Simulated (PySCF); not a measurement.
From one molecule to another.

First species: C₅H₁₀B₂Si.
SMILES: `[SiH3]CB1C=CBC=C1`

Second species: C₅H₁₁Al.
SMILES: `C=C[CH2][AlH][CH2]C`

Levels: CAM-B3LYP/def2-SVPD for dipole moment, HOMO energy, LUMO energy, HOMO–LUMO gap, static isotropic polarisability and electronic spatial extent ⟨r²⟩ about the centre of nuclear charge; TDDFT CAM-B3LYP/def2-SVPD for lowest singlet excitation; PBE0-D3(BJ)/def2-SVP for rotational constant A and rotational constant C. Geometries: PBE0-D3(BJ)/def2-SVP. Each species is one conformer at its optimised geometry, gas phase, non-relativistic unless stated. Electronic properties by PySCF.

Dipoles, sizes and rotational constants follow the conformer. The torsions of the flexible species, by atom-mapped SMILES:
- `[SiH3:1][CH2:2][B:3]1[CH:4]=[CH:5][BH:6][CH:7]=[CH:8]1`: Si1–C2–B3–C4 90°
- `[CH2:1]=[CH:2][CH2:3][AlH:4][CH2:5][CH3:6]`: C1–C2–C3–Al4 -58°, C2–C3–Al4–C5 -82°, C3–Al4–C5–C6 145°

Values for the first species:

```
Dipole moment                                                     : 1.12 D
HOMO energy                                                       : -8.84 eV
LUMO energy                                                       : -2.15 eV
HOMO–LUMO gap                                                     : 6.69 eV
Lowest singlet excitation                                         : 3.33 eV
Static isotropic polarisability                                   : 113.7 au
Electronic spatial extent ⟨r²⟩ about the centre of nuclear charge : 1401 bohr²
Rotational constant A                                             : 3.381 GHz
Rotational constant C                                             : 0.862 GHz
```

Estimate the same properties for the second species, and the change in each.

| property | first | second | second less first |
| --- | --- | --- | --- |
| dipole moment | 1.12 D | 1.33 D | +0.21 D |
| HOMO energy | -8.84 eV | -7.97 eV | +0.87 eV |
| LUMO energy | -2.15 eV | 0.36 eV | +2.51 eV |
| HOMO–LUMO gap | 6.69 eV | 8.33 eV | +1.64 eV |
| lowest singlet excitation | 3.33 eV | 5.27 eV | +1.94 eV |
| static isotropic polarisability | 113.7 au | 89.5 au | -24.2 au |
| electronic spatial extent ⟨r²⟩ about the centre of nuclear charge | 1401 bohr² | 902 bohr² | -499 bohr² |
| rotational constant A | 3.381 GHz | 4.958 GHz | +1.577 GHz |
| rotational constant C | 0.862 GHz | 1.524 GHz | +0.662 GHz |

On the first: S1 lies 3.36 eV below the HOMO–LUMO gap; its leading configuration is HOMO→LUMO, weight 0.94. The principal polarisabilities are 83.1, 103.1 and 155.0 au; their mean is the isotropic value.

On the second: The 10 singlets span 5.27 to 7.58 eV, and their oscillator strengths add up to 0.51. The dipole equals about 4.4 × 10⁻³⁰ C·m (1 D = 3.33564 × 10⁻³⁰ C·m).
